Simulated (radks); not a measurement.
Problem. The mean radii <r> (bohr) of the occupied orbitals of an atom or ion are listed with their occupations. All-electron calculation, Dirac Kohn-Sham, BLYP, spin-unpolarised, spherical densities, finite nucleus; Fermi nuclear charge, rms radius of each element as measured or else 0.836 A^(1/3) + 0.57 fm. Program: a radial shooting solver on a logarithmic mesh with Libxc functionals.

orbital  occ.      <r>
1s1/2       2  0.04148
2s1/2       2   0.1832
2p1/2       2   0.1573
2p3/2       4   0.1613
3s1/2       2   0.5302
3p1/2       2   0.5333
3p3/2       4   0.5438
3d3/2       4   0.5526
3d5/2       6   0.5565
4s1/2       2    1.500
4p1/2       2    1.721
4p3/2       2    1.753

Name the element and its charge. Open shells, if any, fill j = l - 1/2 first.

Solution. Z = 36, krypton, charge +2: Kr2+ in [Ar] 3d10 4s2 4p4. The 1s radius gives Z: for a bare nucleus <r> = (2 gamma + 1)/(2Z) with gamma = sqrt(1 - (Z/c)^2), 0.04069 bohr for Z = 36, and screening makes it slightly larger (0.04148 here). The occupations add up to 34, and the charge is Z minus that.
